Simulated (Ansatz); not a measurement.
Single points on Sn(SiH3)H3 (SiSnH6).

```yaml
crystal:
  periodic: [false, false, false]
  atoms:
    - {symbol: Sn, position_ang: [-0.003357, 0.007971, -1.250934]}
    - {symbol: Si, position_ang: [0.003543, -0.008427, 1.323572]}
    - {symbol: H, position_ang: [0.802810, 1.143263, 1.845202]}
    - {symbol: H, position_ang: [0.606244, -1.280154, 1.830305]}
    - {symbol: H, position_ang: [-1.394249, 0.101744, 1.844488]}
    - {symbol: H, position_ang: [1.602220, -0.022632, -1.868745]}
    - {symbol: H, position_ang: [-0.778701, 1.421006, -1.853169]}
    - {symbol: H, position_ang: [-0.838511, -1.362761, -1.870708]}
basis:
  gaussian: {orbitals: def2-TZVP, initial_orbitals: start.molden}
hamiltonian: {xc: pbe}
correlation: {method: rpa}
scf: {omitted_lower_state_checks: [starts]}
```

The file start.molden holds the orbitals of an earlier run on this structure, at another level or in another basis.

```sh
$ ansatz run in.yaml --threads 4 --pin off --events-out ev --progress --plain --max-ram 3916MiB
```

Output, abridged:

```
Functional definition: PBE
993 factors; integrals over basis functions are off by at most 9.8e-4 eV
mean field evaluation 1: about -13801.7635 eV, gradient 7.5e0 eV
mean field evaluation 2: about -13801.8372 eV, gradient 9.0e-2 eV
mean field evaluation 4: about -13801.8302 eV, gradient 7.7e-5 eV
mean field evaluation 8: about -13801.8302 eV, gradient 1.3e-6 eV
mean field -13801.83016031 eV, -507.2079031749 hartree, gradient 1.3e-6 eV, S^2 0.000000; 0 other end points of the search recorded, 0 dependent functions left out
9 core orbitals not correlated: weight in the atoms' cores, before any rotation towards them, 1.000 or more for the frozen orbitals, at most 0.000 for the correlated occupied ones
reference -13761.37170326 eV, -505.7210823021 hartree; 12, 12 occupied and 102, 102 virtual orbitals, 993 factors
Total energy: -13782.08545686 eV, -506.4822987066 hartree
Checks for a lower state left out: starts
```

Hardware: 4 threads of Arm Neoverse V2 on a shared host. Wall time 1.6 s.

As the first input, with `gaussian: {orbitals: def2-TZVPP, initial_orbitals: start.molden}`, `correlation: {method: ccsd_t}`, `output: {orbitals: {seedname: orbitals}}` and without the key `hamiltonian` (abridged; 21 s):

```
Functional definition: HF
mean field -13762.47241622 eV, -505.7615327572 hartree, gradient 5.4e-6 eV, S^2 0.000000
9 core orbitals not correlated: weight in the atoms' cores, before any rotation towards them, 1.000 or more for the frozen orbitals, at most 0.000 for the correlated occupied ones
second order -12.87599042 eV of doubles, -0.00000000 eV of singles
cycle   1  -13.36438430 eV  change   -4.9e-1 eV  update   9.2e-2
cycle   2  -13.82514082 eV  change   -4.6e-1 eV  update   2.8e-2
cycle   3  -13.86776774 eV  change   -4.3e-2 eV  update   1.1e-2
cycle   4  -13.86041723 eV  change    7.4e-3 eV  update   3.1e-3
cycle   5  -13.86010066 eV  change    3.2e-4 eV  update   8.9e-4
cycle   6  -13.85986727 eV  change    2.3e-4 eV  update   2.5e-4
cycle   7  -13.85980308 eV  change    6.4e-5 eV  update   6.2e-5
cycle   8  -13.85982451 eV  change   -2.1e-5 eV  update   1.9e-5
perturbative correction -0.37981927 eV, -0.0139581008 hartree
Total energy: -13776.71206000 eV, -506.2848300141 hartree
Checks for a lower state left out: starts
```

The first input with `hamiltonian: {xc: {name: B97M-V}}`, `output: {orbitals: {seedname: orbitals}}` and without the key `correlation` (abridged; 3.2 s):

```
Functional definition: B97M-V
mean field -13804.60392130 eV, -507.3098370110 hartree, gradient 4.6e-6 eV, S^2 0.000000
Total energy: -13804.60400149 eV, -507.3098399579 hartree
Checks for a lower state left out: starts
```

The first input with `hamiltonian: {xc: {name: wB97M-V}}`, `output: {orbitals: {seedname: orbitals}}` and without the key `correlation` (abridged; 3.1 s):

```
Functional definition: wB97M-V
mean field -13803.86963078 eV, -507.2828523323 hartree, gradient 7.8e-5 eV, S^2 0.000000
Total energy: -13803.86969580 eV, -507.2828547217 hartree
Checks for a lower state left out: starts
```

As the first input, with `hamiltonian: {xc: hse06, dispersion: d4}`, `output: {orbitals: {seedname: orbitals}}` and without the key `correlation` (abridged; 1.1 s):

```
Functional definition: HSE06
mean field -13802.86289010 eV, -507.2458552947 hartree, gradient 9.7e-6 eV, S^2 0.000000
Total energy: -13802.97468229 eV, -507.2499635817 hartree
Checks for a lower state left out: starts
```

As the first input, with `hamiltonian: {xc: {name: LC-wPBE}}`, `output: {orbitals: {seedname: orbitals}}` and without the key `correlation` (abridged; 0.85 s):

```
Functional definition: LC-wPBE
mean field -13805.16102825 eV, -507.3303103141 hartree, gradient 7.0e-5 eV, S^2 0.000000
Total energy: -13805.16102826 eV, -507.3303103144 hartree
Checks for a lower state left out: starts
```

As the first input, with `hamiltonian: {xc: lda}`, `output: {orbitals: {seedname: orbitals}}` and without the key `correlation` (abridged; 0.45 s):

```
Functional definition: SPW92
mean field -13763.87064630 eV, -505.8129167648 hartree, gradient 1.2e-5 eV, S^2 0.000000
Total energy: -13763.87069781 eV, -505.8129186579 hartree
Checks for a lower state left out: starts
```

Geometry: PBE-D4/def2-TZVP.

In the def2 sets Sn takes a core potential; there is no spin–orbit coupling. LC-ωPBE has ω = 0.4 bohr⁻¹. HSE06 is defined as in plane-wave codes, on full-range PBE exchange. Correlated methods freeze 9 core orbitals; core or outer-core shells of Sn are correlated, in sets that lack core-valence functions.
